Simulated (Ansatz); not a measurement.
Isolated molecules relaxed with PBE0-D4/def2-TZVP in Ansatz; ΔE leaves out vibrations. CCSD(T)/CBS is the MP2 limit (def2-TZVPP, def2-QZVPP) plus CCSD(T) − MP2 in def2-TZVPP, frozen cores. This one scheme is used for every species. Functionals use def2-TZVPP. B3LYP here is the variant with VWN-RPA as its local correlation; programs differ in this. HSE06 is defined as in plane-wave codes. For Ga, Ge outer-core shells are correlated without core-valence functions, which leaves a few kJ/mol of doubt a bond. Scalar relativity is left out up to krypton. Each species was taken in one conformer, which may not be the lowest.

Reaction (formal exchange of groups at a Ga–Ge bond): `[BH2][GaH][GeH2][CH3]` + SiH₄ → `[BH2][GaH][SiH3]` + `[CH3][GeH3]`

| level | ΔE (eV) |
| --- | --- |
| B97M-V | 0.06 |
| B3LYP-D4 | 0.21 |
| HSE06-D4 | 0.15 |
| LC-ωPBE | 0.12 |

**Question.** What does CCSD(T)/CBS give? (Estimate.)

**Answer.** The calculation gave: +0.20 eV. The listed levels differ from it by -0.14, 0.01, -0.05, -0.08 eV.

Largest T1 diagnostic among the species: 0.014.

Leaving LDA and LC-ωPBE aside and taking each functional with its dispersion term where it has one, the values, not all of them listed here, spread over 0.15 eV, from B97M-V to BHLYP-D4.
